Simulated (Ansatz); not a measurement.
Wavefunction ladder for C2H8O2Si2, SMILES `C=C[Si](O)(O)[SiH3]`

```xyz
14

C     2.438   -0.170   -0.241
C     1.247   -0.739   -0.407
Si   -0.344    0.210   -0.396
O     0.125    1.792   -0.350
O    -1.258   -0.138   -1.725
Si   -1.748   -0.326    1.404
H     2.534    0.902   -0.096
H     3.360   -0.745   -0.244
H     1.202   -1.819   -0.543
H    -0.564    2.452   -0.261
H    -0.816   -0.102   -2.576
H    -2.987    0.503    1.371
H    -2.141   -1.761    1.371
H    -1.051   -0.060    2.693
```

Total charge 0; spin multiplicity 1. The geometry is a stationary point of PBE0-D4/def2-TZVP. It is one conformer, not always the lowest. Frozen core, restricted reference, the Gaussian-basis code of Ansatz. CBS rows extrapolate triple and quadruple zeta; past MP2 they add the triple-zeta difference.

```json
{"basis": "def2-TZVPP", "HF (Eh)": "-808.19494", "MP2 corr.": "-1.04706"}
{"basis": "def2-QZVPP", "HF (Eh)": "-808.22398", "MP2 corr.": "-1.12621"}
```

Problem. Estimate the CCSD correlation energy and the (T) correction in each basis where they were run (hartree).

Solution. 
```json
{"basis": "def2-TZVPP", "CCSD corr.": "-1.09935", "(T)": "-0.04336"}
{"basis": "CBS(def2)", "CCSD corr.": "-1.23712", "(T)": "as TZ"}
```
